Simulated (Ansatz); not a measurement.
Basis-set extrapolation for CH$_{5}$BOS$_{2}$, SMILES `COB(S)S` (PBE0-D4/def2-TZVP geometry, frozen core, the Gaussian-basis code of Ansatz). Multiplicity 1, RHF reference.

```tsv
	def2-TZVPP	def2-QZVPP
HF	-935.572206	-935.601020
MP2 correlation	-0.862635	-0.930640
CCSD(T) correlation	-0.953441	not run
```

Energies in hartree. Use E(X) = E(∞) + A·exp(−7.88·√X) for Hartree–Fock and E(X) = E(∞) + B·X^(−2.97) for correlation, with X = 3 and 4, and add CCSD(T) minus MP2 of the smaller set to the MP2 limit.

Question: What is the CCSD(T) energy at the basis-set limit?

Answer: HF limit: -935.601020 + (-0.028814) × 0.13774 = -935.60499. MP2 limit: -0.930640 + (-0.068005) × 0.74074 = -0.98101. Higher-order term: -0.953441 − (-0.862635) = -0.09081. Total: -936.67681 hartree, 396.9 kJ/mol below CCSD(T)/def2-TZVPP.
